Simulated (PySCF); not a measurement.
SMILES C1CCOC1 (PBE0/def2-SVP optimised geometry):

```
13

C     -0.034     0.118    -1.181
C     -0.083    -1.287    -0.591
C     -0.512    -0.993     0.842
O      0.025     0.274     1.162
C      0.508     0.915     0.000
H      0.590     0.202    -2.082
H     -1.050     0.458    -1.440
H     -0.769    -1.968    -1.116
H      0.922    -1.742    -0.607
H     -0.142    -1.740     1.565
H     -1.616    -0.968     0.927
H      1.616     0.915     0.000
H      0.178     1.968     0.000
```

Calculation: PySCF with PBE0/def2-TZVP.

Question: What are the frontier orbital energies and the dipole moment?

Answer: HOMO-2 -9.32 eV, HOMO-1 -8.94 eV, HOMO -7.03 eV, LUMO 1.17 eV, LUMO+1 1.97 eV; dipole moment 1.73 D.

On the same geometry PBE/def2-TZVP (PySCF 2.14.0) gives HOMO-2 -7.90 eV, HOMO-1 -7.39 eV, HOMO -5.46 eV, LUMO 0.36 eV, LUMO+1 1.12 eV; dipole moment 1.65 D.

Meta-Löwdin charges at PBE0/def2-TZVP: C1 -0.22, C2 -0.22, C3 0.00, O4 -0.41, C5 0.00, H6 0.11, H7 0.11, H8 0.11, H9 0.11, H10 0.11, H11 0.09, H12 0.09, H13 0.11.
